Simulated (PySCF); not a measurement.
## Static response to an electric field

Species: C₃H₅Cl₂NSi.
Numbering: `[N:1]#[C:2][CH2:3][Si@@H:4]([Cl:5])[CH2:6][Cl:7]` (hydrogens: H8, H9 on C3; H10 on Si4; H11, H12 on C6)

Cartesian coordinates in Å at the GFN2-xTB level; atoms count from 1:
```xyz
12
C3H5Cl2NSi angstrom
N      1.9822    2.0796   -0.6136
C      1.7287    1.0210   -0.2635
C      1.3816   -0.3006    0.1620
Si    -0.3471   -0.8014   -0.5012
Cl    -0.7809   -2.6377    0.1844
C     -1.6020    0.4754    0.1769
Cl    -1.4783    0.5365    1.9633
H      1.3838   -0.3201    1.2546
H      2.1485   -0.9929   -0.1897
H     -0.3815   -0.7648   -1.9618
H     -1.3997    1.4814   -0.1829
H     -2.6341    0.2230   -0.0548
```

Level: CAM-B3LYP/def2-SVPD (PySCF), static field, nuclei fixed, core orbitals frozen in the response. The polarisability tensor in these axes (au):

```
x   84.23  7.36 -5.29
y    7.36 98.43 -1.41
z   -5.29 -1.41 84.23
```

Question: Give the principal values, the mean and the anisotropy Δα = √{½[(α1 − α2)² + (α2 − α3)² + (α1 − α3)²]}.

Answer: Principal values 77.91, 86.77 and 102.22 au; mean 88.96 au = 13.18 Å³ = 14.67 × 10⁻⁴⁰ C²·m²/J; Δα = 21.31 au (24 % of the mean).

Question: What is the dipole moment, and where does it point?

Answer: (-1.09, -2.61, -0.74) D, 2.92 D in size, pointing from the negative to the positive side. Measured along this direction, the outermost atoms are N1 at the negative end and Cl5 at the positive end.

Question: Sum over states: ᾱ = Σ f/ω², ω in Eh. What share falls to these 8 lowest TDDFT singlets (eV, f)? 6.79, 0.0172; 7.12, 0.0034; 7.65, 0.0144; 7.68, 0.0270; 7.86, 0.0171; 7.97, 0.0100; 8.00, 0.0057; 8.24, 0.0149.

Answer: They add up to 1.40 au, 1.6 % of the 88.96 au; the largest single term is 0.34 au, from the state at 7.68 eV. Terms in order: 0.28, 0.05, 0.18, 0.34, 0.21, 0.12, 0.07, 0.16 au. Higher excitations give the rest. The strengths listed sum to 0.110.

Question: Find the Langevin capture rate constant for O2+ (31.990 u) meeting this molecule (152.957 u), k = 2.342 × 10⁻⁹ cm³/s × √(α in Å³ / reduced mass in u).

Answer: The reduced mass is 26.46 u, so k = 1.65 × 10⁻⁹ cm³/s. The formula leaves out the permanent dipole, which adds to the capture rate.

Question: Along which axes do the principal values lie, and how far do the nuclei extend along each?

Answer: Largest value along (0.42, 0.89, -0.19), where the nuclei span 5.50 Å; middle along (-0.48, 0.40, 0.78), 4.11 Å; least along (0.77, -0.24, 0.59), 4.00 Å. 

Question: Estimate the molar refractivity from the static electronic polarisability.

Answer: Lorentz–Lorenz: R = (4π/3)N_A α = 2.5225 cm³/(mol·Å³) × 13.18 Å³ = 33.3 cm³/mol, in the limit of long wavelengths.

The structure is a single GFN2-xTB conformer in the gas phase; no vibrational or solvent corrections.
